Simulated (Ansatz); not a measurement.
C2H3CuFN (`CC#[N+][Cu-][F]`) from Hartree–Fock to CCSD(T)

```json
{"atom": "C1", "x (Å)": "0.9357", "y (Å)": "1.3137", "z (Å)": "0.4835"}
{"atom": "C2", "x (Å)": "0.1352", "y (Å)": "0.1865", "z (Å)": "0.0707"}
{"atom": "N3", "x (Å)": "-0.5014", "y (Å)": "-0.7088", "z (Å)": "-0.2579"}
{"atom": "Cu4", "x (Å)": "-1.5061", "y (Å)": "-2.1156", "z (Å)": "-0.7780"}
{"atom": "F5", "x (Å)": "-2.4868", "y (Å)": "-3.4858", "z (Å)": "-1.2863"}
{"atom": "H6", "x (Å)": "0.9213", "y (Å)": "2.0817", "z (Å)": "-0.2919"}
{"atom": "H7", "x (Å)": "0.5362", "y (Å)": "1.7330", "z (Å)": "1.4085"}
{"atom": "H8", "x (Å)": "1.9659", "y (Å)": "0.9953", "z (Å)": "0.6514"}
```

Total charge 0; spin multiplicity 1. For Cu the d shell is correlated and the shells below it are frozen. Scalar relativity is left out up to krypton. The structure was optimised at the PBE0-D4/def2-TZVP level. Frozen core, restricted reference, Ansatz.

```json
{"basis": "def2-SVP", "HF (Eh)": "-1869.91373", "MP2 corr.": "-0.94560", "CCSD corr.": "-0.92379", "(T)": "-0.03511", "CCSD(T) total": "-1870.87263"}
{"basis": "def2-TZVPP", "HF (Eh)": "-1870.42957", "MP2 corr.": "?", "CCSD corr.": "-1.24225", "(T)": "?", "CCSD(T) total": "?"}
{"basis": "def2-QZVPP", "HF (Eh)": "?", "MP2 corr.": "-1.40200", "CCSD corr.": "-1.32048", "(T)": "?", "CCSD(T) total": "?"}
```

(1) Fill in the withheld values. (An estimate is asked.)

## Answers

(1) The calculation gave: def2-TZVPP MP2 corr.: -1.31100; def2-TZVPP (T): -0.05601; def2-TZVPP CCSD(T) total: -1871.72783; def2-QZVPP HF (Eh): -1870.48117; def2-QZVPP (T): -0.06465; def2-QZVPP CCSD(T) total: -1871.86630.
